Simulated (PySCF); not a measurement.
# Stationary points of TaO₃⁻

Method: PySCF, PBE, basis Ta def2-SVPD with ECP60, O def2-SVPD (scalar-relativistic core potentials, no spin–orbit coupling, density fitting).

Relaxations began from a few typed shapes. The search is not exhaustive: other isomers or separated fragments can lie lower, and high-lying points may rest on an excited occupation.

Q: Order these stationary points by electronic energy, lowest first, in kJ/mol from the lowest minimum.
A. singlet D3h: Ta–O 1.830 Å (×3); O–Ta–O 120.0° (×3)
B. singlet C3v: Ta–O 1.816 Å (×3); O–Ta–O 108.9° (×3)

A: B (0.0), A (35.1).

Q: Which of them are minima?

A: By energy in kJ/mol, 0.0: minimum; 35.1: saddle point, 1 imaginary mode.

Formally Ta is in oxidation state +5, d0. A d0 centre has no lone pair, yet it is C3v rather than trigonal planar: covalent bonding through the d orbitals favours lower symmetry. The polar-tensor charge on Ta, 1.58, is far below the formal one.

For the lowest minimum: the lowest empty level of this anion is unbound, so it and the gap depend on the basis. Spin–orbit coupling, left out here, can matter for elements this heavy.
